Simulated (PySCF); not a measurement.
# NMR data sheet: C5H3F4P

```
Formula                               : C5H3F4P
SMILES                                : Fc1ccc(C(F)(F)F)[pH]1
InChI                                 : InChI=1S/C5H3F4P/c6-4-2-1-3(10-4)5(7,8)9/h1-2,10H
Point group of the computed structure : C1
Carbon signals                        : 5
Proton signals                        : 3
```

Bonds (- single, = double, # triple, : aromatic): F1-C2 1.334 Å, C2=C3 1.348 Å, C3-C4 1.435 Å, C4=C5 1.351 Å, C5-C6 1.486 Å, C6-F7 1.345 Å, C6-F8 1.339 Å, C6-F9 1.348 Å, C5-P10 1.818 Å, P10-C2 1.822 Å. C3 carries H11; C4 carries H12; P10 carries H13.

Computed data (PySCF): GFN2-xTB structure, shieldings: GIAO PBE0/pcSseg-1. One averaged value for each set of equivalent atoms, one conformer, no solvent model, no relativistic terms.

Chemical shifts δ = σref − σ; 1H (σ = 31.72 ppm) and 13C (σ = 186.93 ppm) against TMS; CFCl3 for 19F (σ = 170.95 ppm); 31P (σ = 318.38 ppm) against H3PO4, all at this level.

```tsv
carbon	δC, type	δH (multiplicity)	HMBC from (2–3 bonds)	span of the C tensor (ppm)
C2	194.6, C	–	H12, H11, H13	155
C3	123.4, CH	6.69 (m)	H12, H13	166
C4	147.0, CH	7.56 (m)	H11, H13	210
C5	133.0, C	–	H12, H11, H13	164
C6	132.3, C	–	H12, H13	7
```

Other nuclei:
```csv
atoms,nucleus,environment,δ (ppm),σ (ppm)
H13,1H,hydrogen on a ring phosphorus,5.28,26.44
F7/F8/F9,19F,fluorine of a CF3 group,-73.9,244.8
F1,19F,fluorine on an unsaturated ring,-104.0,274.9
P10,31P,ring phosphorus,-100.0,418.3
```

- δC 194.6, 133.0: unsaturated ring carbon.
- δC 147.0, 123.4: unsaturated ring CH.
- δC 132.3: CF3 carbon; 3 electronegative neighbours deshield it.
- δH 7.56, 6.69: hydrogen on a unsaturated ring CH.
- δH 5.28: hydrogen on a ring phosphorus.

Splittings by 19F and 31P in the carbon and heteronuclear signals aren't shown, as no couplings were computed. Shifts are as computed. Against solution values, carbons near 30 ppm lie about +3 ppm off and those near 130 ppm about +5 ppm. Of 1211 compounds with measured shifts, 218 miss one by over three times the rms of a fit or turn the order of signals round; such compounds aren't used in these exercises. Unscaled 19F shifts against computed CFCl3 carry errors that often reach 10 to 50 ppm. Experimental scales use liquid or dissolved standards, which lie at an offset from isolated H3PO4. Multiplicities follow the n + 1 count of equivalent neighbours, as no J values were calculated; m marks all less simple cases, F and P coupling included.
